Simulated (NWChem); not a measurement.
Everything below was run with NWChem. System: CH7BO, charge 0, spin multiplicity 1, at a geometry optimised with B3LYP/def2-SVP. The structure started from a generated list of species. Level: PBE/def2-TZVPP.

Job file:

```
start mol
memory heap 200 mb stack 900 mb global 1100 mb
geometry units angstroms nocenter noautoz noautosym
  B     -1.282449    -0.291029    -0.610096
  H     -1.731704    -0.749967     0.430853
  H     -1.585275     0.866468    -0.829838
  H     -1.347787    -1.038617    -1.568943
  C      0.799201     0.513223     0.810331
  O      0.360404    -0.213781    -0.346900
  H      0.365874     0.084677     1.727303
  H      0.437184     1.540347     0.683752
  H      1.898073     0.504717     0.850889
  H      0.697443    -1.121573    -0.330315
end
basis spherical
  * library def2-tzvpp
end
dft
  xc xpbe96 cpbe96
  semidirect memsize 60000000 filesize 0
  iterations 100
end
task dft energy
```

Part of the output:

```
             Northwest Computational Chemistry Package (NWChem) 7.3.0
             --------------------------------------------------------

                                NWChem Input Module
                                -------------------

 Scaling coordinates for geometry "geometry" by  1.889725989
 (inverse scale =  0.529177249)

                             Geometry "geometry" -> ""
                             -------------------------

 Output coordinates in angstroms (scale by  1.889725989 to convert to a.u.)

  No.       Tag          Charge          X              Y              Z
 ---- ---------------- ---------- -------------- -------------- --------------
    1 B                    5.0000    -1.28244900    -0.29102900    -0.61009600
    2 H                    1.0000    -1.73170400    -0.74996700     0.43085300
    3 H                    1.0000    -1.58527500     0.86646800    -0.82983800
    4 H                    1.0000    -1.34778700    -1.03861700    -1.56894300
    5 C                    6.0000     0.79920100     0.51322300     0.81033100
    6 O                    8.0000     0.36040400    -0.21378100    -0.34690000
    7 H                    1.0000     0.36587400     0.08467700     1.72730300
    8 H                    1.0000     0.43718400     1.54034700     0.68375200
    9 H                    1.0000     1.89807300     0.50471700     0.85088900
   10 H                    1.0000     0.69744300    -1.12157300    -0.33031500

 Effective nuclear repulsion energy (a.u.)      80.4535880427

            Nuclear Dipole moment (a.u.)
            ----------------------------
        X                 Y               Z
 ---------------- ---------------- ----------------
     0.0000018897    -0.0000056692     0.0000132281


 Summary of "ao basis" -> "" (spherical)
 ------------------------------------------------------------------------------
       Tag                 Description            Shells   Functions and Types
 ---------------- ------------------------------  ------  ---------------------
 *                         def2-tzvpp                 on all atoms

  pbe96 is a nonlocal functional; adding pw91lda local functional.

                                 NWChem DFT Module
                                 -----------------

 Summary of "ao basis" -> "ao basis" (spherical)
 ------------------------------------------------------------------------------
       Tag                 Description            Shells   Functions and Types
 ---------------- ------------------------------  ------  ---------------------
 B                         def2-tzvpp               11       31   5s3p2d1f
 H                         def2-tzvpp                6       14   3s2p1d
 C                         def2-tzvpp               11       31   5s3p2d1f
 O                         def2-tzvpp               11       31   5s3p2d1f

 Summary of "ao basis" -> "ao basis" (spherical)
 ------------------------------------------------------------------------------
       Tag                 Description            Shells   Functions and Types
 ---------------- ------------------------------  ------  ---------------------
 B                         def2-tzvpp               11       31   5s3p2d1f
 H                         def2-tzvpp                6       14   3s2p1d
 C                         def2-tzvpp               11       31   5s3p2d1f
 O                         def2-tzvpp               11       31   5s3p2d1f

            General Information
            -------------------
          SCF calculation type: DFT
          Wavefunction type:  closed shell.
          No. of atoms     :    10
          No. of electrons :    26
           Alpha electrons :    13
            Beta electrons :    13
          Charge           :     0
          Spin multiplicity:     1
          Use of symmetry is: off; symmetry adaption is: off
          Maximum number of iterations: 100
          AO basis - number of functions:   191
                     number of shells:    75
          Convergence on energy requested:  1.00D-06
          Convergence on density requested:  1.00D-05
          Convergence on gradient requested:  5.00D-04

              XC Information
              --------------
          PerdewBurkeErnzerhof Exchange Functional  1.000
            Perdew 1991 LDA Correlation Functional  1.000 local
           PerdewBurkeErnz. Correlation Functional  1.000 non-local

             Grid Information
             ----------------
          Grid used for XC integration:  medium
          Radial quadrature: Mura-Knowles
          Angular quadrature: Lebedev.
          Tag              B.-S. Rad. Rad. Pts. Rad. Cut. Ang. Pts.
          ---              ---------- --------- --------- ---------
          B                   0.85       49          11.0       434
          H                   0.35       45          12.0       434
          C                   0.70       49          11.0       434
          O                   0.60       49           8.0       434
          Grid pruning is: on
          Number of quadrature shells:   462
          Spatial weights used:  Erf1

          Convergence Information
          -----------------------
          Convergence aids based upon iterative change in
          total energy or number of iterations.
          Levelshifting, if invoked, occurs when the
          HOMO/LUMO gap drops below (HL_TOL):  1.00D-02
          DIIS, if invoked, will attempt to extrapolate
          using up to (NFOCK): 10 stored Fock matrices.

                    Damping( 0%)  Levelshifting(0.5)       DIIS
                  --------------- ------------------- ---------------
          dE  on:    start            ASAP                start
          dE off:    2 iters        100 iters           100 iters

      Screening Tolerance Information
      -------------------------------
          Density screening/tol_rho:  1.00D-10
          AO Gaussian exp screening on grid/accAOfunc:  14
          CD Gaussian exp screening on grid/accCDfunc:  20
          XC Gaussian exp screening on grid/accXCfunc:  20
          Schwarz screening/accCoul:  1.00D-08

      Superposition of Atomic Density Guess
      -------------------------------------

 Sum of atomic energies:        -140.48901271

      Non-variational initial energy
      ------------------------------

 Total energy =    -141.979421
 1-e energy   =    -348.287178
 2-e energy   =     125.854169
 HOMO         =      -0.391859
 LUMO         =      -0.372121

------------------------------------------------------------
EAF file 0: "./mol.aoints.0" size=524288 bytes
------------------------------------------------------------
               write      read    awrite     aread      wait
               -----      ----    ------     -----      ----
     calls:        1         0         0         0         0
   data(b): 5.24e+05  0.00e+00  0.00e+00  0.00e+00
   time(s): 0.00e+00  0.00e+00  0.00e+00  0.00e+00  0.00e+00
rate(mb/s): 0.00e+00  0.00e+00
------------------------------------------------------------

   convergence    iter        energy       DeltaE   RMS-Dens  Diis-err    time
 ---------------- ----- ----------------- --------- --------- ---------  ------
 d= 0,ls=0.0,diis     1   -138.0377399052 -2.18D+02  1.33D+01  1.07D+01    12.8
 d= 0,ls=0.0,diis     2   -141.9493276366 -3.91D+00  8.48D-03  2.02D+00    19.3
 d= 0,ls=0.0,diis     3   -141.9484330810  8.95D-04  5.08D-03  2.59D+00    24.3
 d= 0,ls=0.0,diis     4   -142.2016775077 -2.53D-01  1.08D-03  1.69D-01    29.3
 d= 0,ls=0.0,diis     5   -142.2184066061 -1.67D-02  3.50D-04  1.01D-02    34.0
  Resetting Diis
 d= 0,ls=0.0,diis     6   -142.2198379504 -1.43D-03  7.26D-05  3.88D-04    39.5
 d= 0,ls=0.0,diis     7   -142.2198954314 -5.75D-05  2.04D-05  1.04D-05    45.1
 d= 0,ls=0.0,diis     8   -142.2198951428  2.89D-07  9.94D-06  1.51D-05    49.7

         Total DFT energy =     -142.219895142838
      One electron energy =     -350.789810876044
           Coulomb energy =      148.566004270383
    Exchange-Corr. energy =      -20.449676579839
 Nuclear repulsion energy =       80.453588042661

 Numeric. integr. density =       25.999997811737

     Total iterative time =     48.5s

                       DFT Final Molecular Orbital Analysis
                       ------------------------------------

 Vector   11  Occ=2.000000D+00  E=-3.156891D-01
              MO Center=  9.1D-02,  5.5D-03, -8.5D-02, r^2= 2.6D+00
   Bfn.  Coefficient  Atom+Function         Bfn.  Coefficient  Atom+Function
  ----- ------------  ---------------      ----- ------------  ---------------
   110      0.273137   6 O  px              113      0.226988   6 O  px
   112     -0.195432   6 O  pz              116      0.173784   6 O  px
   115     -0.162304   6 O  pz              137      0.145858   7 H  s
   111      0.121744   6 O  py              118     -0.121506   6 O  pz
    79     -0.119118   5 C  px              165     -0.108629   9 H  s

 Vector   12  Occ=2.000000D+00  E=-2.502436D-01
              MO Center= -1.3D+00, -2.7D-01, -9.5D-01, r^2= 1.8D+00
   Bfn.  Coefficient  Atom+Function         Bfn.  Coefficient  Atom+Function
  ----- ------------  ---------------      ----- ------------  ---------------
     7      0.264476   1 B  py               61     -0.213961   4 H  s
    10      0.189588   1 B  py               47      0.180571   3 H  s
    60     -0.155983   4 H  s                62     -0.154450   4 H  s
     8      0.148940   1 B  pz               46      0.131263   3 H  s
    48      0.125838   3 H  s                11      0.108036   1 B  pz

 Vector   13  Occ=2.000000D+00  E=-2.395940D-01
              MO Center= -1.3D+00, -3.3D-01, -2.6D-01, r^2= 2.0D+00
   Bfn.  Coefficient  Atom+Function         Bfn.  Coefficient  Atom+Function
  ----- ------------  ---------------      ----- ------------  ---------------
     8      0.243768   1 B  pz               33      0.219989   2 H  s
    11      0.184787   1 B  pz               34      0.175785   2 H  s
    32      0.163779   2 H  s                 7     -0.145553   1 B  py
    47     -0.135202   3 H  s                48     -0.129704   3 H  s
   112     -0.129435   6 O  pz              115     -0.105263   6 O  pz

 Vector   14  Occ=0.000000D+00  E=-3.399108D-02
              MO Center=  6.0D-01, -8.8D-01, -8.6D-02, r^2= 3.9D+00
   Bfn.  Coefficient  Atom+Function         Bfn.  Coefficient  Atom+Function
  ----- ------------  ---------------      ----- ------------  ---------------
    78      1.103960   5 C  s               109      0.975242   6 O  s
   180     -0.976652  10 H  s               166     -0.476371   9 H  s
   152     -0.448477   8 H  s               138     -0.409558   7 H  s
   117     -0.372424   6 O  py              179     -0.355859  10 H  s
    86      0.281566   5 C  py                4      0.268284   1 B  s

 Vector   15  Occ=0.000000D+00  E= 2.116952D-02
              MO Center=  9.3D-01,  7.6D-01,  1.3D+00, r^2= 5.1D+00
   Bfn.  Coefficient  Atom+Function         Bfn.  Coefficient  Atom+Function
  ----- ------------  ---------------      ----- ------------  ---------------
    78      3.449512   5 C  s               138     -1.421106   7 H  s
   166     -1.325832   9 H  s               152     -1.272463   8 H  s
   109     -0.928439   6 O  s                 5     -0.758502   1 B  s
    77      0.655737   5 C  s                85     -0.356027   5 C  px
   118     -0.326385   6 O  pz               48      0.293596   3 H  s

 Vector   16  Occ=0.000000D+00  E= 4.655406D-02
              MO Center=  8.2D-02,  8.3D-02,  1.5D-02, r^2= 6.3D+00
   Bfn.  Coefficient  Atom+Function         Bfn.  Coefficient  Atom+Function
  ----- ------------  ---------------      ----- ------------  ---------------
   180      1.226345  10 H  s               152     -0.973603   8 H  s
   166      0.875107   9 H  s               138     -0.782617   7 H  s
    78      0.741311   5 C  s                85     -0.711273   5 C  px
    12     -0.663060   1 B  px                5     -0.652008   1 B  s
   117      0.541190   6 O  py               87      0.521161   5 C  pz

 center of mass
 --------------
 x =  -0.00163855 y =  -0.01551016 z =  -0.06442097

 moments of inertia (a.u.)
 ------------------
         116.713933854004         -35.784564375589         -69.360341537121
         -35.784564375589         218.591463181331         -38.302035740094
         -69.360341537121         -38.302035740094         181.546286606881

     Multipole analysis of the density
     ---------------------------------

     L   x y z        total         alpha         beta         nuclear
     -   - - -        -----         -----         ----         -------
     0   0 0 0     -0.000000    -13.000000    -13.000000     26.000000

     1   1 0 0      1.676171      0.838085      0.838085      0.000002
     1   0 1 0     -0.077475     -0.038735     -0.038735     -0.000006
     1   0 0 1      0.789849      0.394918      0.394918      0.000013

     2   2 0 0    -18.423549    -53.559690    -53.559690     88.695831
     2   1 1 0     -1.315180    -11.220614    -11.220614     21.126049
     2   1 0 1     -0.479333    -21.303916    -21.303916     42.128498
     2   0 2 0    -15.342155    -23.122969    -23.122969     30.903783
     2   0 1 1      0.624384    -11.406491    -11.406491     23.437367
     2   0 0 2    -17.547042    -34.456045    -34.456045     51.365048

 Task  times  cpu:       49.7s     wall:       49.7s

 Total times  cpu:       49.8s     wall:       49.8s
```
